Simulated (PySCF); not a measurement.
Bond length, frequency and bond energy of ZnSi⁺ by level of theory

State: ²Π (doublet), unpaired electrons π ↑. Set-up: PySCF, spin-free X2C with a Gaussian nucleus, basis sets Zn x2c-SVPall, Si x2c-SVPall. De refers to Zn + Si⁺ in their high-spin ground configurations, without counterpoise correction. The functionals are run spin-unrestricted. A positive dipole points towards Si; it is taken about the centre of mass and depends on that origin.

```
       Level  Re (Å)  ωe (cm⁻¹)  De (eV)  μ (D)  CPU s a point (SCF and correlation, without the integrals)
        ROHF   2.642        213     1.23   0.49                                                         0.1
    ROHF-MP2   2.524        249     1.60    n/a                                                        0.23
ROHF-SCS-MP2   2.552        238     1.48    n/a                                                         n/a
         PBE   2.526        235     1.82   1.55                                                         0.8
      PBEsol   2.489        248     1.94   1.49                                                        0.58
      r²SCAN   2.493        247     1.85   1.18                                                         1.2
        PBE0   2.528        241     1.79   1.10                                                         1.2
       B97-3   2.567        228     1.66   1.24                                                        0.71
     LC-ωPBE   2.489        255     1.67   0.56                                                         1.1
      B2PLYP   2.552        231     1.54   1.08                                                        0.87
```

(1) What does a quarter of exact exchange do here, going from PBE to PBE0?

(2) What does the step from GGA to meta-GGA do here, going from PBE to r²SCAN?

Correlated steps freeze 10 core orbitals. Correlated levels converge slowly with the basis: in double zeta they bind strong bonds too weakly, by up to about 1 eV, and carry superposition errors of some tenths. For an ion De counts to the pair picked by the measured ionisation energies or electron affinities, which need not be the lowest pair at this level. B2PLYP dipoles, levels and charges come from its SCF part alone. The state is the lowest determinant that a PBE0 search found; another state may lie lower at other levels.

The whole job (state search and all levels along the bond) took about 2.2 min on 1 thread of Arm Neoverse V2 (shared host), peak memory 0.74 GiB.

Results:

(1) PBE0 less PBE: +0.2 pm in Re, +2.6 % in ωe, -0.03 eV in De. Exact exchange removes part of the self-interaction that spreads semilocal densities, and in most molecules shortens and stiffens the bond and lowers De; here Re goes the other way.

(2) r²SCAN less PBE: -3.3 pm in Re, +5.1 % in ωe, +0.03 eV in De.
